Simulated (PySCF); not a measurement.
# BeSn and its ions

ROHF; basis Be aug-cc-pVDZ, Sn aug-cc-pVDZ-PP with ECP28; scalar-relativistic core potentials; PySCF 2.14. Neutral (ROHF): triplet (π ↑↑), Re = 2.492 Å, ωe = 276 cm⁻¹, De = 0.28 eV, HOMO -6.89 eV, LUMO -0.80 eV.

BeSn⁻ (UHF): quartet (σ ↑, π ↑↑), Re = 2.485 Å, ωe = 334 cm⁻¹, De = 0.68 eV to Be + Sn⁻. The energies at the minima are -227.91445 hartree for BeSn and -227.96826 for BeSn⁻.

**Question.** Work out the adiabatic electron affinity, without and with harmonic zero-point energies (1 hartree = 27.2114 eV, 1 eV = 8065.5 cm⁻¹), and the change of the bond length.

**Answer.** At HF: 0.05381 hartree = 1.464 eV between the minima; the zero-point term (276.0 − 334.0)/2 cm⁻¹ = -0.004 eV makes it 1.461 eV. Re changes by -0.7 pm against the neutral. The electron enters a σ orbital; the charge polarises the partner, so the anion is bound more strongly.

UHF and ROHF references stand side by side, which adds small steps between rows. Spin–orbit coupling is left out, which matters for elements this heavy, above all for dissociation energies. For an ion De counts to the pair picked by the measured ionisation energies or electron affinities, which need not be the lowest pair at this level. UHF is strongly spin-contaminated for BeSn, so the ROHF reference used there is far from stable. Hartree–Fock leaves out correlation, which carries a large part of most bond energies and some tenths to 1 eV of ionisation energies. States were picked by a PBE0 search and need not be the measured ground states.

Neutral and ion stand on different kinds of reference determinant, which adds to the error of the difference.
